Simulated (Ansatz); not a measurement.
Molecule: C$_{2}$H$_{10}$N$_{2}$Si, net charge 0, singlet state. SMILES: C[Si](C)(N)N
Structure (B3LYP-D3(BJ)/def2-TZVP (Ansatz, an electronic-structure program) minimum search):
```
Si
N 1 1.7232
H 2 1.0068 1 121.33
H 2 1.0076 3 111.68 1 -153.03
N 1 1.7232 2 105.70 3 155.70
H 5 1.0068 1 121.33 2 155.70
H 5 1.0076 6 111.68 1 -153.03
C 1 1.8761 2 105.35 3 32.35
H 8 1.0921 1 111.16 2 59.74
H 8 1.0924 9 107.87 1 -121.53
H 8 1.0937 9 107.89 10 -115.76
C 1 1.8761 2 116.01 3 -88.00
H 12 1.0921 1 111.16 2 -56.77
H 12 1.0924 13 107.87 1 -121.53
H 12 1.0937 13 107.89 14 -115.76
```

Wanted: atomisation energy (electronic, to ground-state atoms); the coupled-cluster value holds the core correlation from cc-pwCVTZ, in eV. Cores are frozen in the correlated levels unless marked. Open shells are spin-unrestricted. Spin-orbit coupling is left out. Non-relativistic. CBS(X,Y): correlation extrapolated as X^-3; Hartree-Fock from the larger set.

Level to compare with: CCSD(T)/CBS(cc-pV(T+d)Z,cc-pV(Q+d)Z) plus the core term (Ansatz), 57.78 eV. It is a level with limits of its own, and the differences hold the functionals' basis error too.

Q: Rank these functionals by how close they come to CCSD(T)/CBS(cc-pV(T+d)Z,cc-pV(Q+d)Z), closest first: wB97M-V/def2-TZVPD (Ansatz); PBE0/def2-TZVPD (Ansatz); r2SCAN0/def2-TZVPD (Ansatz).

A: wB97M-V/def2-TZVPD (range-separated hybrid meta-GGA with VV10, 57.73 eV, difference -0.05), PBE0/def2-TZVPD (global hybrid, 57.18 eV, difference -0.60), r2SCAN0/def2-TZVPD (hybrid meta-GGA, 56.62 eV, difference -1.16)
